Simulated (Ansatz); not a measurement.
Reaction (redistribution): `CBC(O)F` + `[CH3][GaH][SiH3]` → `C[BH][GaH][CH3]` + `OC(F)[SiH3]`

Isolated molecules relaxed with PBE0-D4/def2-TZVP in Ansatz; ΔE leaves out vibrations. CBS: MP2 limit from def2 TZ/QZ plus the TZ coupled-cluster correction, frozen cores. DFT in def2-TZVPP. For Ga outer-core shells are correlated without core-valence functions, which leaves a few kJ/mol of doubt a bond. Scalar relativity is left out up to krypton. One conformer a species, not always the lowest.

| level | ΔE (kcal/mol) |
| --- | --- |
| r2SCAN-D4 | 13.6 |
| r2SCAN | 13.6 |
| HF/def2-TZVPP | 13.8 |
| SCS-MP2/def2-TZVPP | 12.5 |

Question: What does CCSD(T)/CBS give? (An estimate is asked.)

Answer: Ansatz gave: +12.4 kcal/mol. The listed levels differ from it by 1.2, 1.2, 1.4, 0.1 kcal/mol.

Largest T1 diagnostic among the species: 0.012.

In def2-TZVPP, CCSD(T) changes the Hartree–Fock value by −0.7 kcal/mol (the triples alone add −0.0 kcal/mol) and MP2 by −1.1 kcal/mol.
